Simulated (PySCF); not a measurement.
A made-up structure of InBH₃Cl, singlet:

```json
{"atom": "B1", "x (Å)": "-0.8837", "y (Å)": "0.1879", "z (Å)": "-0.9014"}
{"atom": "In2", "x (Å)": "0.4191", "y (Å)": "-0.0014", "z (Å)": "0.9035"}
{"atom": "Cl3", "x (Å)": "2.4687", "y (Å)": "-0.9640", "z (Å)": "0.2157"}
{"atom": "H4", "x (Å)": "-1.6028", "y (Å)": "-0.7054", "z (Å)": "-1.2341"}
{"atom": "H5", "x (Å)": "-0.8454", "y (Å)": "1.1665", "z (Å)": "-1.5847"}
{"atom": "H6", "x (Å)": "3.6460", "y (Å)": "-1.5717", "z (Å)": "0.3327"}
```

It is relaxed with PBE-D4/def2-SVP and then PBE0-D4/def2-TZVP (PySCF 2.14 with density fitting (its default auxiliary sets; JK sets also for MP2 and CCSD(T))). Atoms count as bonded within 1.22 times the sum of their covalent radii (H–H: 0.88 Å). The end point is not checked to be a true minimum.

Problem. Does its bonding change? (Judge from chemistry; the calculation decides.)

Solution. Computed: Yes. Formed: none; broken: In2–Cl3.

Where it ends: The first stage lowers the energy by 1.57 eV in 14 steps. It ends as a complex of InBH₂ ([BH2][In]) + HCl:
```xyz
6
angstrom
B -0.8143 0.1911 -0.7531
In 0.3155 -0.0080 1.3760
Cl 2.5333 -1.2617 -0.6028
H -1.5604 -0.6486 -1.1936
H -0.6987 1.1454 -1.4823
H 3.3170 -1.4911 0.3843
```

Labels in which every atom is bracketed show which atoms are joined, not bond orders.

For scale, one of the runs: PBE0-D4/def2-TZVP relaxation, 136 basis functions, launched by `OMP_NUM_THREADS=2 python run.py`. Hardware: 2 CPU threads of an Intel Xeon, shared host. Wall time 75 s; peak host memory 1.2 GiB.
